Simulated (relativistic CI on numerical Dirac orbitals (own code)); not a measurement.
## Electric-dipole transitions in Nd57+

Computed by Dirac-Coulomb-Breit CI, KLI orbitals optimised for each configuration, QED by a radiative potential, unscaled Slater integrals (own radial code, finite nucleus).

Configurations in the expansion (outside the closed core 1s2): 2s, 2p, 3s, 3p, 3d, 4s, 4p, 4d, 4f, 5s, 5p, 5d, 5f, 5g, 6s, 6p, 6d. Levels of other configurations are missing.

```
λ vac (nm)            Lower            Upper   A (s⁻¹)  log gf  S velocity/length
   0.14200   2p 2P°_3/2 [3]   4d 2D_5/2 [13]  2.36e+14   -0.37               1.00
   0.17302    2s 2S_1/2 [1]   3p 2P°_3/2 [6]  2.34e+14   -0.38               1.00
   0.17618   2p 2P°_1/2 [2]    3d 2D_3/2 [7]  6.62e+14    0.09               1.00
   0.19076   2p 2P°_3/2 [3]    3d 2D_5/2 [8]  7.30e+14    0.38               1.00
   0.37212   3p 2P°_3/2 [6]   5d 2D_5/2 [20]  3.89e+13   -0.31               1.00
   0.37335    3d 2D_3/2 [7]  5f 2F°_5/2 [21]  4.98e+13   -0.20               1.00
   0.37869    3d 2D_5/2 [8]  5f 2F°_7/2 [23]  5.15e+13   -0.05               1.00
   0.49949    3s 2S_1/2 [4]  4p 2P°_3/2 [11]  2.95e+13   -0.35               1.00
   0.50634   3p 2P°_1/2 [5]   4d 2D_3/2 [12]  6.53e+13    0.00               1.00
   0.54018   3p 2P°_3/2 [6]   4d 2D_5/2 [13]  7.92e+13    0.32               1.00
   0.54277    3d 2D_3/2 [7]  4f 2F°_5/2 [14]  1.49e+14    0.60               1.00
   0.55281    3d 2D_5/2 [8]  4f 2F°_7/2 [15]  1.56e+14    0.76               1.00
    1.1012  4p 2P°_1/2 [10]   5d 2D_3/2 [19]  1.29e+13   -0.03               1.00
    1.1658  4p 2P°_3/2 [11]   5d 2D_5/2 [20]  1.65e+13    0.30               1.00
    1.1709   4d 2D_3/2 [12]  5f 2F°_5/2 [21]  2.75e+13    0.53               1.00
    1.1895   4d 2D_5/2 [13]  5f 2F°_7/2 [23]  2.93e+13    0.70               1.00
    1.1897  4f 2F°_5/2 [14]   5g 2G_7/2 [22]  4.69e+13    0.90               1.00
    1.1984  4f 2F°_7/2 [15]   5g 2G_9/2 [24]  4.81e+13    1.02               1.00
    2.0379  5p 2P°_1/2 [17]   6d 2D_3/2 [28]  3.74e+12   -0.03               1.00
    2.1474  5p 2P°_3/2 [18]   6d 2D_5/2 [29]  4.92e+12    0.31               1.00
```

Terms are leading LS components. Brackets give the number of a level in order of energy, since labels repeat. The list gives strong lines, with weight on those to low levels. Levels whose partners in the same complex of configurations lie outside the list can be far off, and so can their lines. Rates are taken at the computed energies, electric ones in the length gauge. A velocity-to-length ratio far from 1 marks an uncertain rate.

At this charge energies of transitions that change n are usually good to better than 1 %, and those within a shell (Δn = 0) to a few per cent.

Question: From the table, what is the radiative lifetime of 4d 2D_5/2?

Answer: The listed rates from this level add up to about 3.15e+14 s⁻¹, 100 % of its decay; with all channels τ = 3.16e-15 s.
